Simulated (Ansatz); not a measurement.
Cartesian coordinates (Å):
```xyz
8

C      1.9540     0.0199     0.0248
C      0.6348     0.0071    -0.0333
C     -0.6348    -0.0056    -0.0900
C     -1.9539    -0.0200    -0.1481
H      2.4895    -0.3499     0.9029
H      2.5573     0.4008    -0.8031
H     -2.5568    -0.4015     0.6799
H     -2.4900     0.3492    -1.0262
```
Charge 0, multiplicity 1.

The numbers are results of Ansatz (an electronic-structure program) with frozen-core CCSD(T)/cc-pVTZ // PBE-D3(BJ)/def2-TZVP, not measurements. The restricted HF reference is unstable towards unrestricted orbitals.

| Property | Result |
|---|---|
| HF energy | -153.74480 Ha |
| MP2 correlation energy | -0.62410 Ha |

Task: Estimate the CCSD correlation energy, the (T) correction, the total energy and the T1 diagnostic.

Result: 
```yaml
CCSD correlation energy: -0.65093 Ha
"(T) correction": -0.03534 Ha
CCSD(T) total energy: -154.43106 Ha
T1 diagnostic: 0.014
```
